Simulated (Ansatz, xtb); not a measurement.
# Two isomers of C4H8B2

Structure I is `BC(B)=CC=C`, a singlet and structure II is `B/C=C/C=C/B`, a singlet. Both are isolated molecules in the gas phase, relaxed with B3LYP/def2-SVP; the shapes shown needn't be the lowest conformers.

I (Å):

```xyz
14

C     0.0068    0.7166   -0.5282
C    -0.6887    1.4083    0.4236
C    -1.7362    2.3819    0.1670
C    -2.3928    3.0419    1.1395
B    -0.0914    0.7446   -2.0646
B     1.0937   -0.2783   -0.0508
H    -0.8042   -0.0322   -2.6593
H     0.6173    1.4730   -2.7222
H     1.2868   -0.4170    1.1346
H     1.7592   -0.9249   -0.8272
H    -0.4533    1.2314    1.4815
H    -1.9935    2.5782   -0.8812
H    -2.1611    2.8707    2.1958
H    -3.1766    3.7691    0.9134
```

II (Å):

```xyz
14

C    -0.1900   -0.2015    1.4028
C    -0.7917    0.7597    0.6474
C    -1.0114    0.6679   -0.7841
C    -1.6180    1.6271   -1.5385
B     0.0102   -0.0447    2.9237
B    -1.8256    1.4671   -3.0580
H    -0.3713    0.9644    3.4684
H     0.5385   -0.9078    3.5809
H     0.1480   -1.1041    0.8757
H    -1.1440    1.6763    1.1377
H    -0.6575   -0.2478   -1.2748
H    -1.9585    2.5283   -1.0106
H    -1.4344    0.4628   -3.6048
H    -2.3704    2.3225   -3.7118
```

Quicker runs give these differences E(II) − E(I): GFN2-xTB −2.8 kcal/mol; HF/STO-3G −6.9 kcal/mol (at GFN2-xTB geometries); r2SCAN-D4/def2-SVP −5.6 kcal/mol (at GFN2-xTB geometries).

Problem. Estimate E(II) − E(I) at the level CCSD(T)/def2-SVP + ΔMP2/def2-TZVPP.

Solution. Calculated at CCSD(T)/def2-SVP + ΔMP2/def2-TZVPP: E(II) − E(I) = −5.9 kcal/mol, so structure II lies lower.

How the difference moves with the method:

```json
{"level": "GFN2-xTB", "geometry": "GFN2-xTB", "E(II) − E(I) (kcal/mol)": "−2.8", "departure from the last row (kcal/mol)": "+3.1", "job, with rough time for the two": "optimisation, 0.2 s"}
{"level": "HF/STO-3G", "geometry": "GFN2-xTB", "E(II) − E(I) (kcal/mol)": "−6.9", "departure from the last row (kcal/mol)": "−1.0", "job, with rough time for the two": "single point, 0.32 s"}
{"level": "r2SCAN-D4/def2-SVP", "geometry": "GFN2-xTB", "E(II) − E(I) (kcal/mol)": "−5.6", "departure from the last row (kcal/mol)": "+0.3", "job, with rough time for the two": "single point, 2.6 s"}
{"level": "B3LYP/def2-SVP", "geometry": "B3LYP/def2-SVP", "E(II) − E(I) (kcal/mol)": "−6.7", "departure from the last row (kcal/mol)": "−0.8", "job, with rough time for the two": "optimisation, 33 s"}
{"level": "HF/def2-SVP", "geometry": "B3LYP/def2-SVP", "E(II) − E(I) (kcal/mol)": "−8.2", "departure from the last row (kcal/mol)": "−2.3", "job, with rough time for the two": "part of the CCSD(T) run"}
{"level": "MP2/def2-SVP", "geometry": "B3LYP/def2-SVP", "E(II) − E(I) (kcal/mol)": "−6.4", "departure from the last row (kcal/mol)": "−0.5", "job, with rough time for the two": "part of the CCSD(T) run"}
{"level": "CCSD(T)/def2-SVP", "geometry": "B3LYP/def2-SVP", "E(II) − E(I) (kcal/mol)": "−6.2", "departure from the last row (kcal/mol)": "−0.3", "job, with rough time for the two": "single point"}
{"level": "CCSD(T)/def2-SVP + ΔMP2/def2-TZVPP", "geometry": "B3LYP/def2-SVP", "E(II) − E(I) (kcal/mol)": "−5.9", "departure from the last row (kcal/mol)": "", "job, with rough time for the two": "single point, 39 s"}
```

As drawn, both hold the same kinds of bond in the same numbers.

The levels shown agree on the order. The largest departure from CCSD(T)/def2-SVP + ΔMP2/def2-TZVPP is that of GFN2-xTB, 3.1 kcal/mol. The last row adds to CCSD(T) the change of the MP2 difference between the two basis sets, here +0.3 kcal/mol.

With thermal terms from frequencies at re-optimised GFN2-xTB minima (ideal gas, soft modes damped towards free rotors, one conformer each, 298.15 K, 1 atm): on the last row, ΔE + ΔZPE = −5.4, ΔH = −5.4, ΔG = −5.0 kcal/mol.

The correlated steps freeze 6 core orbitals. Run with Ansatz 0.2.0, xtb 6.7.1; the last row on 2 threads of Intel(R) Xeon(R) 6975P-C (Granite Rapids) on a shared host.
